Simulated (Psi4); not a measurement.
Ir, charge +2, quartet (a state made from the parent by changing its charge; the spin is typed, not shown lowest) (core potentials on Ir).

The Psi4 input:
```
memory 2 GB

molecule mol {
2 4
  Ir    0.000000    0.000000    0.000000
}

set basis def2-svp
set reference uhf

energy('scf')
print_variables()
```

Question: What number of basis functions does HF/def2-SVP (Psi4 1.11) give?

Answer: 32

Question: What is the computed <S^2> (HF/def2-SVP)?

Answer: 3.754

Question: Estimate the total energy that HF/def2-SVP returns for this input.

Answer: -102.5791 Eh

These values belong to the state on which the SCF converged, which isn't shown to be the lowest.
